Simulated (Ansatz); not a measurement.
Species: C$_{3}$H$_{13}$N$_{3}$Si, charge 0, multiplicity 1. 
Geometry from a B3LYP-D3(BJ)/def2-TZVP (Ansatz, a quantum-chemistry and plane-wave program) optimisation:
```
Si
N 1 1.7145
H 2 1.0082 1 116.07
C 2 1.4539 3 113.52 1 -159.91
H 4 1.0895 2 109.20 3 179.14
H 4 1.0944 5 107.72 2 -121.13
H 4 1.0964 5 107.56 6 -116.05
N 1 1.7190 2 105.45 3 161.49
H 8 1.0091 1 118.15 2 -44.22
C 8 1.4529 9 113.49 1 161.30
H 10 1.0912 8 109.30 9 176.81
H 10 1.0940 11 107.25 8 120.95
H 10 1.0968 11 107.41 12 115.79
N 1 1.7206 2 103.67 3 31.91
H 14 1.0092 1 117.81 2 45.66
C 14 1.4537 15 113.31 1 -158.42
H 16 1.0912 14 109.32 15 -177.10
H 16 1.0938 17 107.22 14 -120.81
H 16 1.0970 17 107.43 18 -115.77
H 1 1.4871 2 119.94 3 -82.96
```
Charge 0, spin multiplicity 1.

Total electronic energies in hartree. Valence correlation only, unless marked. Spin-orbit coupling is left out. No relativistic terms. CBS(X,Y): correlation extrapolated as X^-3; Hartree-Fock from the larger set. [CCSD(T)-MP2]/basis is that difference in the basis named.

| level | program | energy (Eh) |
|---|---|---|
| HF/6-31G* | Ansatz | -573.49091 |
| HF/aug-cc-pV(D+d)Z | Ansatz | -573.56156 |
| HF/cc-pVTZ | Ansatz | -573.64270 |
| RI-HF/aug-cc-pV(T+d)Z | Ansatz | -573.65402 |
| RI-HF/cc-pV(Q+d)Z | Ansatz | -573.67367 |
| revPBE/def2-TZVPD | Ansatz | … |
| BHLYP-D4/def2-TZVPD | Ansatz + dftd4 | -575.93131 |
| HSE06-D4/def2-TZVPD | Ansatz + dftd4 | -575.61183 |
| CAM-B3LYP-D3(BJ)/def2-TZVPD | Ansatz + dftd3 | -575.96524 |
| CAM-B3LYP-D4/def2-TZVPD | Ansatz + dftd4 | -575.96606 |
| B2GP-PLYP-D3(BJ)/def2-TZVPD | Ansatz + dftd3 | … |
| B2PLYP-D3(BJ)/def2-TZVPD | Ansatz + dftd3 | -575.72310 |
| SCS-MP2/6-31G | Ansatz | -573.97504 |
| SCS-MP2/cc-pV(T+d)Z | Ansatz | -574.94387 |
| RI-MP2/CBS(aug-cc-pV(T+d)Z,aug-cc-pV(Q+d)Z)+[CCSD(T)-MP2]/aug-cc-pV(T+d)Z | Ansatz | -575.2367 |

Problem. Complete the blanks.

Solution. 
- revPBE/def2-TZVPD, energy (Eh): -575.92373
- B2GP-PLYP-D3(BJ)/def2-TZVPD, energy (Eh): -575.62418
